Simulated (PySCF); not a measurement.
Compound: C₄H₈OSi₂.
SMILES with atom numbers: `[SiH3:1][O:2][C:3]1=[CH:4][CH:5]=[CH:6][SiH2:7]1` (hydrogens: H8, H9, H10 on Si1; H11 on C4; H12 on C5; H13 on C6; H14, H15 on Si7)

Torsions of this conformer, `[SiH3:1][O:2][C:3]1=[CH:4][CH:5]=[CH:6][SiH2:7]1`: Si1–O2–C3–C4 180°.

The closed-shell ground state was solved at several levels (PySCF, density fitting, gas phase, non-relativistic). Geometry: PBE0-D3(BJ)/def2-SVP, one conformer, isolated molecule.

```
              level  basis functions  HOMO (eV)  LUMO (eV)  gap (eV)  dipole (D)
      PBE0/pcSseg-1              173      -6.17      -1.38      4.79        0.72
CAM-B3LYP/def2-SVPD              215      -7.40      -0.26      7.14        0.51
```

Problem. Estimate the row for PBE/pcSseg-1, a basis of 173 functions; the other rows only guide the guess.

Solution. HOMO -5.16 eV, LUMO -2.23 eV, gap 2.93 eV, dipole 0.75 D.

Problem. Over all these levels, which gives the widest orbital gap and which the narrowest?

Solution. CAM-B3LYP/def2-SVPD (range-separated hybrid) has the widest, 7.14 eV, and PBE/pcSseg-1 (GGA) the narrowest, 2.93 eV. Functional and basis both differ between the two, so the spread mixes both effects.

Problem. How far do the dipole and the HOMO energy spread over the levels?

Solution. The dipole runs from 0.51 to 0.75 D (mean 0.66 D) and the HOMO from -7.40 to -5.16 eV.
